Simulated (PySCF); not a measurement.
Al(H)2(NCO) (CH₂AlNO), SMILES [AlH2][N]=C=O. Geometry: B3LYP-D3(BJ)/def2-SVP.

Computed equilibrium geometry at B3LYP-D3(BJ)/def2-SVP (PySCF confirms it by a frequency run) as bond lengths and angles, and its point group:
point group C2v.
Atoms: Al1 H2 H3 N4 C5 O6. Bonds (Å): Al1–H2 1.575, Al1–H3 1.575, Al1–N4 1.783, N4–C5 1.204, C5–O6 1.172. Bond angles (°): H2–Al1–H3 124.7, H2–Al1–N4 117.6, H3–Al1–N4 117.6, Al1–N4–C5 180.0, N4–C5–O6 180.0.
